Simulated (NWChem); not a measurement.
MgH₂Se; SMILES [MgH][SeH]

```xyz
4

Mg     0.0164    -1.7459     0.0000
H      0.0244    -3.4394     0.0000
Se     0.0358     0.6966     0.0000
H     -1.4380     0.7049     0.0000
```
Atoms are numbered in this order, from 1.

The geometry was optimised at PBE0/def2-SVP.

Symmetry labels are those of Cs in the frame above (b1 and b2, or b-type labels, depend on it).

Q: List the 4 lowest vertical singlet excitations from PBE0/def2-SVPD, TDA (NWChem).

A: 
| state | energy (eV) | oscillator strength | symmetry | leading excitation (squared amplitude) |
|---|---|---|---|---|
| S1 | 4.57 | 0.067 | a" | HOMO → LUMO (0.99) |
| S2 | 4.74 | 0.000 | a" | HOMO → LUMO+1 (0.98) |
| S3 | 5.23 | 0.004 | a' | HOMO → LUMO+2 (0.84) |
| S4 | 5.52 | 0.011 | a' | HOMO−1 → LUMO+1 (0.97) |
